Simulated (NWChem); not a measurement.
System: BeIF; SMILES [F][Be][I]

Input file for NWChem:

```
start job
memory heap 200 mb stack 900 mb global 1100 mb
geometry units angstroms
  Be    -0.350931     1.143875    -1.107824
  F     -0.646283     2.106539    -2.040141
  I      0.121674    -0.396595     0.384095
end
basis spherical
  * library def2-svp
end
ecp
  I library def2-ecp
end
dft
  xc pbe0
  iterations 150
end
driver
  maxiter 120
end
task dft optimize
dft
  grid fine
  convergence energy 1d-8 density 1d-7
end
task dft freq numerical
```

Excerpt of the output:

```
             Northwest Computational Chemistry Package (NWChem) 7.3.0
             --------------------------------------------------------

 ORDER OF PRIMARY AXIS IS BEING SET TO 4
 C4V symmetry detected

 AUTOZ failed to generate good internal coordinates.
 Cartesian coordinates will be used in optimizations.

                             Geometry "geometry" -> ""
                             -------------------------

 Output coordinates in angstroms (scale by  1.889725989 to convert to a.u.)

  No.       Tag          Charge          X              Y              Z
 ---- ---------------- ---------- -------------- -------------- --------------
    1 Be                   4.0000     0.00000000     0.00000000     1.57628978
    2 F                    9.0000     0.00000000     0.00000000     2.94857611
    3 I                   53.0000     0.00000000     0.00000000    -0.61966687

 Effective nuclear repulsion energy (a.u.)     135.7095679309

      Symmetry information
      --------------------

 Group name             C4v
 Group number             18
 Group order               8
 No. of unique centers     3

                           NWChem Geometry Optimization
                           ----------------------------

 maximum gradient threshold         (gmax) =   0.000450
 rms gradient threshold             (grms) =   0.000300
 maximum cartesian step threshold   (xmax) =   0.001800
 rms cartesian step threshold       (xrms) =   0.001200
 fixed trust radius                (trust) =   0.300000
 source of zmatrix                         =

          -------------------
          Energy Minimization
          -------------------

 Using diagonal initial Hessian

          --------
          Step   0

                                 NWChem DFT Module
                                 -----------------

 Summary of "ao basis" -> "ao basis" (spherical)
 ------------------------------------------------------------------------------
       Tag                 Description            Shells   Functions and Types
 ---------------- ------------------------------  ------  ---------------------
 Be                         def2-svp                 5        9   3s2p
 F                          def2-svp                 6       14   3s2p1d
 I                          def2-svp                10       26   4s4p2d

      Symmetry analysis of basis
      --------------------------

        a1         21
        a2          0
        b1          3
        b2          3
        e          22

[...]

      ----------------------
      Optimization converged
      ----------------------

  Step       Energy      Delta E   Gmax     Grms     Xrms     Xmax
  ---- ---------------- -------- -------- -------- -------- --------
@    3    -412.21800365 -7.6D-07  0.00003  0.00001  0.00046  0.00111
                                     ok       ok       ok       ok

                         Geometry "geometry" -> "geometry"
                         ---------------------------------

 Output coordinates in angstroms (scale by  1.889725989 to convert to a.u.)

  No.       Tag          Charge          X              Y              Z
 ---- ---------------- ---------- -------------- -------------- --------------
    1 Be                   4.0000     0.00000000     0.00000000     1.56032281
    2 F                    9.0000     0.00000000     0.00000000     2.94965745
    3 I                   53.0000     0.00000000     0.00000000    -0.60478124

 Effective nuclear repulsion energy (a.u.)     136.5419438204

      Symmetry information
      --------------------

 Group name             C4v
 Group number             18
 Group order               8
 No. of unique centers     3

[...]

 Rotational Constants
 --------------------
 A=   0.000000 cm-1  (  0.000000 K)
 B=   0.072237 cm-1  (  0.103931 K)
 C=   0.072237 cm-1  (  0.103931 K)

 Temperature                      =   298.15K
 frequency scaling parameter      =   1.0000

 Linear Molecule

 Zero-Point correction to Energy  =    3.191 kcal/mol  (  0.005085 au)
 Thermal correction to Energy     =    5.503 kcal/mol  (  0.008770 au)
 Thermal correction to Enthalpy   =    6.096 kcal/mol  (  0.009714 au)

 Total Entropy                    =   63.383 cal/mol-K
   - Translational                =   41.004 cal/mol-K (mol. weight = 154.9110)
   - Rotational                   =   17.801 cal/mol-K (symmetry #  =        1)
   - Vibrational                  =    4.578 cal/mol-K

 Cv (constant volume heat capacity) =   10.152 cal/mol-K
   - Translational                  =    2.979 cal/mol-K
   - Rotational                     =    1.986 cal/mol-K
   - Vibrational                    =    5.186 cal/mol-K

[normal modes left out]

 ----------------------------------------------------------------------------
 Normal Eigenvalue ||           Projected Infra Red Intensities
  Mode   [cm**-1]  || [atomic units] [(debye/angs)**2] [(KM/mol)] [arbitrary]
 ------ ---------- || -------------- ----------------- ---------- -----------
    1       -0.000 ||    0.000000           0.000         0.000       0.000
    2       -0.000 ||    0.000013           0.000         0.013       0.003
    3       -0.000 ||    0.000013           0.000         0.013       0.003
    4        0.000 ||    0.000062           0.001         0.060       0.012
    5        0.000 ||    0.000062           0.001         0.060       0.012
    6      250.515 ||    0.057262           1.321        55.822      11.062
    7      250.515 ||    0.057262           1.321        55.822      11.062
    8      363.864 ||    0.004718           0.109         4.600       0.912
    9     1368.282 ||    0.346486           7.994       337.772      66.935
 ----------------------------------------------------------------------------
```

Level: PBE0/def2-SVP with def2 effective core potentials on I. def2 effective core potentials on I; no spin-orbit coupling.
